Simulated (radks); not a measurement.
The numbers below are computed, except where a source is named.
Spherical jellium clusters: N electrons in a uniform positive sphere of charge N and radius rs N^(1/3), rs = 4.17 bohr. Level of theory: non-relativistic Kohn-Sham, PBEsol, spin-polarised, spherical densities (a radial shooting solver with Libxc functionals). Levels are named by radial order and angular momentum (1s, 1p, 1d, 2s, ...), and open shells are averaged over m.

N = 4, configuration 1s2 1p(up 2, down 0). This is the lowest configuration that the search found. Occupied and some empty levels:

| level | occupation | eigenvalue (eV) | <r> (bohr) |
|---|---|---|---|
| 1s up | 1 | -4.1326 | 4.795 |
| 1s down | 1 | -3.6135 | 4.511 |
| 1p up | 2 | -2.6038 | 6.012 |
| 1p down | 0 | -1.9061 | 6.018 |
| 1d up | 0 | -0.91660 | 7.616 |
| 2s up | 0 | -0.74321 | 9.061 |

Energy (eV): total -6.18900, kinetic 6.7796, external -75.805, Hartree 36.685, exchange-correlation -13.313, background 39.464.

Electron density:

| r (bohr) | n(r) (e/bohr^3) |
|---|---|
| 0.228 | 0.004292 |
| 0.802 | 0.004304 |
| 1.38 | 0.004314 |
| 1.95 | 0.004298 |
| 2.52 | 0.004218 |
| 3.10 | 0.004038 |
| 3.67 | 0.003732 |
| 4.25 | 0.003297 |
| 4.82 | 0.002762 |
| 5.39 | 0.002180 |
| 5.97 | 0.001615 |
| 6.54 | 0.001121 |
| 7.12 | 0.0007337 |
| 7.69 | 0.0004576 |
| 8.26 | 0.0002750 |
| 8.84 | 0.0001615 |
| 9.41 | 0.00009369 |
| 9.98 | 0.00005399 |
| 10.6 | 0.00003099 |
| 11.1 | 0.00001784 |
